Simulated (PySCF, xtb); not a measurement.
Ge(NH2)(SiH3) (GeH5NSi), SMILES [NH2][Ge][SiH3] (connectivity only; charge and spin as stated), neutral, multiplicity 1. The values are those of a single conformer.

Harmonic wavenumbers (cm⁻¹) from GFN2-xTB (xtb) at its own minimum, in rising order: 14, 167, 295, 305, 388, 430, 493, 628, 678, 790, 831, 837, 1513, 2139, 2150, 2158, 3421, 3443.

Question: What does PySCF with PBE-D3(BJ)/def2-SVP give at its own minimum? (The exact figures need the calculation; the answer reports its results.)

Answer: 64, 156, 290, 333, 445, 513, 581, 677, 739, 823, 896, 901, 1477, 2091, 2123, 2128, 3444, 3556. Paired by order, the mean absolute difference is 48 cm⁻¹ and the zero-point energies are 29.6 and 30.4 kcal/mol.
